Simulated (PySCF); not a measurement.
**Electron correlation in Zr⁺ (zirconium, charge +1)**

Starting occupation: [Kr] 4d1 5s1 6s1, 4d5/2 with m_j = +5/2, 5s1/2 with m_j = +1/2, 6s1/2 with m_j = +1/2. Computed with PySCF 2.14 in x2c-SVPall-2c with one added diffuse shell each of s, p, d type (7s9p7d1f, 76 functions), with X2C-1e with screened-nucleus spin-orbit coupling, Gaussian nucleus. Frozen: [Ar] 3d10; 11 electrons correlated; the 6 highest virtual spinors left out.

MP2 pair energies summed by pair of shells (mhartree):

```csv
pair,energy,share (%)
4p1/2-4p3/2,-50.12,28.3
4p3/2-4p3/2,-43.31,24.4
4d5/2-4p3/2,-15.81,8.9
4p1/2-4p1/2,-12.89,7.3
4p3/2-5s1/2,-11.47,6.5
4p3/2-4s1/2,-9.11,5.1
4d5/2-4p1/2,-7.20,4.1
4p1/2-5s1/2,-5.58,3.1
4s1/2-4s1/2,-4.76,2.7
4p1/2-4s1/2,-4.72,2.7
5s1/2-6s1/2,-3.35,1.9
4d5/2-5s1/2,-2.90,1.6
4p3/2-6s1/2,-1.82,1.0
4d5/2-4s1/2,-1.59,0.9
4s1/2-5s1/2,-0.97,0.5
4p1/2-6s1/2,-0.90,0.5
4d5/2-6s1/2,-0.65,0.4
4s1/2-6s1/2,-0.15,0.1
```

Total MP2 correlation energy: -177.29 mhartree.

This basis was not built for core-valence correlation, so the inner-shell part is incomplete.
